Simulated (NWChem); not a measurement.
System: Si₂N₂H₆O; SMILES [Si@@H]1(N[SiH2]O1)N

Parts of the log:

```
             Northwest Computational Chemistry Package (NWChem) 7.3.0
             --------------------------------------------------------

                             Geometry "geometry" -> ""
                             -------------------------

 Output coordinates in angstroms (scale by  1.889725989 to convert to a.u.)

  No.       Tag          Charge          X              Y              Z
 ---- ---------------- ---------- -------------- -------------- --------------
    1 N                    7.0000    -0.10792000    -2.17758100     0.59203100
    2 Si                  14.0000    -0.12184600    -0.80703400    -0.42132100
    3 N                    7.0000    -1.18708000     0.48118600     0.08305900
    4 Si                  14.0000     0.15172200     1.59614200     0.14438700
    5 O                    8.0000     1.15677500     0.31452200    -0.30066500
    6 H                    1.0000     0.18478800    -3.08287600     0.24516800
    7 H                    1.0000    -0.02951000    -2.10765700     1.59975200
    8 H                    1.0000    -0.23984700    -1.34140200    -1.80381800
    9 H                    1.0000    -2.18311600     0.54029900     0.24010900
   10 H                    1.0000     0.47635200     2.16876200     1.48540800
   11 H                    1.0000     0.14194300     2.70691900    -0.85243600

 Effective nuclear repulsion energy (a.u.)     315.0870126693

                                 NWChem DFT Module
                                 -----------------

 Summary of "ao basis" -> "ao basis" (spherical)
 ------------------------------------------------------------------------------
       Tag                 Description            Shells   Functions and Types
 ---------------- ------------------------------  ------  ---------------------
 N                          def2-svp                 6       14   3s2p1d
 Si                         def2-svp                 8       18   4s3p1d
 O                          def2-svp                 6       14   3s2p1d
 H                          def2-svp                 3        5   2s1p

 in cosmo_initialize ...
 calling solv_data for solv:thf

 solvent parameters
 solvname_short: thf
 solvname_long:  tetrahydrofuran
 dielec:        7.4257
 dielecinf:     1.9740
 nonaqueous SMD model solvent descriptors
 dielec:        7.4257
 sola:          0.0000
 solb:          0.4800
 solc:          0.0000
 solg:         39.4400
 solh:          0.0000
 soln:          1.4050

          ---------------
          -cosmo- solvent
          ---------------
 Cosmo: York-Karplus, doi: 10.1021/jp992097l
 dielectric constant -eps-     =   7.43
 screen = (eps-1)/(eps    )    =   0.86533
 surface charge correction     = lagrangian

   van der Waals surface
 --------------------------

 ---------- ATOMIC COORDINATES (A.U.) ------------ VDWR(ANG.) --
     1   -0.20393923   -4.11503141    1.11877637     1.890
     2   -0.23025555   -1.52507312   -0.79618124     2.470
     3   -2.24325593    0.90930969    0.15695875     1.890
     4    0.28671301    3.01627102    0.27285187     2.470
     5    2.18598778    0.59436040   -0.56817446     2.294
     6    0.34919869   -5.82579090    0.46330034     1.200
     7   -0.05576581   -3.98289421    3.02309293     1.200
     8   -0.45324511   -2.53488222   -3.40872175     1.200
     9   -4.12549104    1.02101706    0.45374022     1.200
    10    0.90017475    4.09836591    2.80701410     1.200
    11    0.26823338    5.11533518   -1.61087046     1.200
 number of segments per atom =        128
 number of   points per atom =        128
 atom (   nspa,  nppa )
 ----------------------
    1 (     54,     0 )       0
    2 (     53,     0 )       0
    3 (     33,     0 )       0
    4 (     73,     0 )       0
    5 (     56,     0 )       0
    6 (     44,     0 )       0
    7 (     42,     0 )       0
    8 (     30,     0 )       0
    9 (     43,     0 )       0
   10 (     34,     0 )       0
   11 (     33,     0 )       0
 number of -cosmo- surface points =      495
 molecular surface =    135.485 angstrom**2
 molecular volume  =    134.731 angstrom**3
 -lineq- algorithm             =   0
 -bem- low  level              =   3
 -bem- from -octahedral-
 gaussian surface charge width =   4.50000
 degree of switching           =   1.00000
 switching function tolerance  =   0.00010
 atomic radii =
 --------------
    1  7.000  1.890
    2 14.000  2.470
    3  7.000  1.890
    4 14.000  2.470
    5  8.000  2.294
    6  1.000  1.200
    7  1.000  1.200
    8  1.000  1.200
    9  1.000  1.200
   10  1.000  1.200
   11  1.000  1.200
 ...... end of -cosmo- initialization ......

 nat:                    11
 ixmem:                  6636
 calling mnsol_interface()
 G(SMD-CDS) energy (kcal/mol)  =     0.735
 SMD-CDS SASA (angstrom**2)    =   156.280

            General Information
            -------------------
          SCF calculation type: DFT
          Wavefunction type:  closed shell.
          No. of atoms     :    11
          No. of electrons :    56
           Alpha electrons :    28
            Beta electrons :    28
          Charge           :     0
          Spin multiplicity:     1
          Use of symmetry is: off; symmetry adaption is: off
          Maximum number of iterations: 150
          AO basis - number of functions:   108
                     number of shells:    52
          Convergence on energy requested:  1.00D-06
          Convergence on density requested:  1.00D-05
          Convergence on gradient requested:  5.00D-04

              XC Information
              --------------
                         B3LYP Method XC Potential
                     Hartree-Fock (Exact) Exchange  0.200
                        Slater Exchange Functional  0.800 local
                    Becke 1988 Exchange Functional  0.720 non-local
              Lee-Yang-Parr Correlation Functional  0.810
                  VWN I RPA Correlation Functional  0.190 local

             Grid Information
             ----------------
          Grid used for XC integration:  medium
          Radial quadrature: Mura-Knowles
          Angular quadrature: Lebedev.
          Tag              B.-S. Rad. Rad. Pts. Rad. Cut. Ang. Pts.
          ---              ---------- --------- --------- ---------
          N                   0.65       49          12.0       434
          Si                  1.10       88          12.0       590
          O                   0.60       49          10.0       434
          H                   0.35       45          13.0       434
          Grid pruning is: on
          Number of quadrature shells:   593
          Spatial weights used:  Erf1

      Superposition of Atomic Density Guess
      -------------------------------------

 Sum of atomic energies:        -763.65227977

      Non-variational initial energy
      ------------------------------

 Total energy =    -766.036622
 1-e energy   =   -1681.355435
 2-e energy   =     600.231800
 HOMO         =      -0.336964
 LUMO         =       0.038000

   convergence    iter        energy       DeltaE   RMS-Dens  Diis-err
 ---------------- ----- ----------------- --------- --------- ---------
     COSMO gas phase
 d= 0,ls=0.0,diis     1   -767.0727048684 -1.08D+03  1.44D-02  8.94D-01
 d= 0,ls=0.0,diis     2   -766.9988280980  7.39D-02  8.49D-03  1.74D+00
 d= 0,ls=0.0,diis     3   -767.1715801966 -1.73D-01  1.63D-03  4.71D-02
 d= 0,ls=0.0,diis     4   -767.1739879659 -2.41D-03  7.92D-04  1.86D-02
 d= 0,ls=0.0,diis     5   -767.1759348632 -1.95D-03  1.44D-04  3.51D-04
  Resetting Diis
 d= 0,ls=0.0,diis     6   -767.1759711249 -3.63D-05  4.23D-05  3.02D-05
 d= 0,ls=0.0,diis     7   -767.1759742809 -3.16D-06  2.57D-05  4.02D-06
 d= 0,ls=0.0,diis     8   -767.1759736109  6.70D-07  1.62D-05  1.01D-05
 d= 0,ls=0.0,diis     9   -767.1759747162 -1.11D-06  1.42D-06  2.62D-08
 d= 0,ls=0.0,diis    10   -767.1759747189 -2.71D-09  3.74D-07  3.63D-09

   convergence    iter        energy       DeltaE   RMS-Dens  Diis-err
 ---------------- ----- ----------------- --------- --------- ---------
     COSMO solvation phase
 d= 0,ls=0.0,diis     1   -767.1818310905 -5.86D-03  8.86D-04  1.92D-03
 d= 0,ls=0.0,diis     2   -767.1823500440 -5.19D-04  3.13D-04  7.57D-04
 d= 0,ls=0.0,diis     3   -767.1823942555 -4.42D-05  1.20D-04  5.12D-04
 d= 0,ls=0.0,diis     4   -767.1824404095 -4.62D-05  3.43D-05  1.56D-05
 d= 0,ls=0.0,diis     5   -767.1824420964 -1.69D-06  9.86D-06  1.28D-06
 d= 0,ls=0.0,diis     6   -767.1824422156 -1.19D-07  3.20D-06  3.09D-07

         Total DFT energy =     -767.182442215606
      One electron energy =    -1686.403789972091
           Coulomb energy =      670.732536610584
    Exchange-Corr. energy =      -66.724662769534
 Nuclear repulsion energy =      315.087012669267

             COSMO energy =        0.126461246166

 Numeric. integr. density =       56.000001804824

                                COSMO-SMD solvation results
                                ---------------------------

             internal energy in gas <Psi(g)|H|Psi(g)> =      -767.175974718902
         internal energy in solvent <Psi(s)|H|Psi(s)> =      -767.175278766585
                               delta internal energy  =         0.000695952318 (    0.44 kcal/mol)
   total free energy in solvent <Psi(s)|H+V/2|Psi(s)> =      -767.183612988240
 polarization energy contribution <Psi(s)|V/2|Psi(s)> =        -0.008334221655 (   -5.23 kcal/mol)
    total free energy in solvent including G(SMD-CDS) =      -767.182442215606
                       G(SMD-CDS) energy contribution =         0.001170772634 (    0.73 kcal/mol)
     1 M fixed-concentration free energy of solvation =        -0.006467496704 (   -4.06 kcal/mol)

                       DFT Final Molecular Orbital Analysis
                       ------------------------------------

 Vector   26  Occ=2.000000D+00  E=-3.011013D-01
              MO Center=  6.2D-01,  5.0D-01, -1.3D-01, r^2= 3.4D+00
   Bfn.  Coefficient  Atom+Function         Bfn.  Coefficient  Atom+Function
  ----- ------------  ---------------      ----- ------------  ---------------
    70      0.464441   5 O  pz               73      0.350674   5 O  pz
    99     -0.200006  10 H  s               100     -0.177975  10 H  s
   104      0.168948  11 H  s               105      0.151345  11 H  s
    89      0.146601   8 H  s                90      0.147124   8 H  s
     4     -0.135206   1 N  px                7      0.113556   1 N  px

 Vector   27  Occ=2.000000D+00  E=-2.685583D-01
              MO Center= -2.3D-01, -1.3D+00,  3.8D-01, r^2= 3.3D+00
   Bfn.  Coefficient  Atom+Function         Bfn.  Coefficient  Atom+Function
  ----- ------------  ---------------      ----- ------------  ---------------
     4      0.468169   1 N  px                7     -0.392774   1 N  px
    38     -0.224545   3 N  pz               41      0.184957   3 N  pz
     5      0.130048   1 N  py                8     -0.109106   1 N  py
    25     -0.102846   2 Si px              100     -0.100852  10 H  s
   105      0.098657  11 H  s                69     -0.097679   5 O  py

 Vector   28  Occ=2.000000D+00  E=-2.580302D-01
              MO Center= -6.8D-01,  9.5D-02,  9.4D-02, r^2= 3.0D+00
   Bfn.  Coefficient  Atom+Function         Bfn.  Coefficient  Atom+Function
  ----- ------------  ---------------      ----- ------------  ---------------
    38      0.445641   3 N  pz               41     -0.379174   3 N  pz
     4      0.233551   1 N  px                7     -0.182964   1 N  px
    70      0.144631   5 O  pz               37     -0.142315   3 N  py
    73      0.131965   5 O  pz               40      0.124195   3 N  py
   100      0.114007  10 H  s                90     -0.111799   8 H  s

 Vector   29  Occ=0.000000D+00  E= 1.336438D-02
              MO Center= -2.1D-03,  1.3D+00,  8.2D-02, r^2= 4.7D+00
   Bfn.  Coefficient  Atom+Function         Bfn.  Coefficient  Atom+Function
  ----- ------------  ---------------      ----- ------------  ---------------
    57      0.884950   4 Si px               35      0.638806   3 N  s
    67     -0.489074   5 O  s                25      0.418263   2 Si px
    54      0.243777   4 Si px               58     -0.198099   4 Si py
    59     -0.195717   4 Si pz               22      0.182040   2 Si px
    50     -0.169809   4 Si s                 7     -0.152481   1 N  px

 Vector   30  Occ=0.000000D+00  E= 5.763941D-02
              MO Center= -1.6D-01, -7.5D-01,  6.1D-01, r^2= 7.2D+00
   Bfn.  Coefficient  Atom+Function         Bfn.  Coefficient  Atom+Function
  ----- ------------  ---------------      ----- ------------  ---------------
     3      1.042751   1 N  s                58      0.852536   4 Si py
    35      0.823313   3 N  s                85     -0.653356   7 H  s
    80     -0.545685   6 H  s                18     -0.512302   2 Si s
    50     -0.495924   4 Si s                95     -0.446551   9 H  s
    67      0.428241   5 O  s                90      0.292963   8 H  s

 Vector   31  Occ=0.000000D+00  E= 6.941924D-02
              MO Center=  1.4D-01,  3.8D-01,  2.7D-02, r^2= 7.8D+00
   Bfn.  Coefficient  Atom+Function         Bfn.  Coefficient  Atom+Function
  ----- ------------  ---------------      ----- ------------  ---------------
    58      1.104804   4 Si py                3     -0.887894   1 N  s
   100     -0.820482  10 H  s               105     -0.804045  11 H  s
    35      0.661254   3 N  s                26     -0.566153   2 Si py
    49      0.479748   4 Si s                80      0.412709   6 H  s
    50      0.390769   4 Si s                85      0.380875   7 H  s

     Multipole analysis of the density
     ---------------------------------

     L   x y z        total         alpha         beta         nuclear
     -   - - -        -----         -----         ----         -------
     0   0 0 0     -0.000000    -28.000000    -28.000000     56.000000

     1   1 0 0     -0.745777      0.611589      0.611589     -1.968955
     1   0 1 0     -0.550954     -0.816853     -0.816853      1.082753
     1   0 0 1      0.562273      0.888289      0.888289     -1.214306

     2   2 0 0    -33.187497    -63.528942    -63.528942     93.870387
     2   1 1 0     -2.188213    -10.693710    -10.693710     19.199206
     2   1 0 1      0.150341      4.362788      4.362788     -8.575234
     2   0 2 0    -28.177086   -207.746242   -207.746242    387.315399
     2   0 1 1     -0.933403      3.423125      3.423125     -7.779654
     2   0 0 2    -32.928667    -43.007747    -43.007747     53.086826
```

Level: B3LYP/def2-SVP, SMD on the gas-phase geometry. Coordinates come from a PBE0/def2-SVP optimisation. Solvent: tetrahydrofuran.

Task: Reconstruct the input file.

Result: One answer among several that fit: the input that was run:
```
start job
memory heap 200 mb stack 900 mb global 1100 mb
geometry units angstroms noautosym nocenter noautoz
  N     -0.107920    -2.177581     0.592031
  Si    -0.121846    -0.807034    -0.421321
  N     -1.187080     0.481186     0.083059
  Si     0.151722     1.596142     0.144387
  O      1.156775     0.314522    -0.300665
  H      0.184788    -3.082876     0.245168
  H     -0.029510    -2.107657     1.599752
  H     -0.239847    -1.341402    -1.803818
  H     -2.183116     0.540299     0.240109
  H      0.476352     2.168762     1.485408
  H      0.141943     2.706919    -0.852436
end
basis spherical
  N library def2-svp
  Si library def2-svp
  O library def2-svp
  H library def2-svp
end
dft
  xc b3lyp
  iterations 150
end
cosmo
  do_cosmo_smd true
  solvent thf
end
task dft energy
```
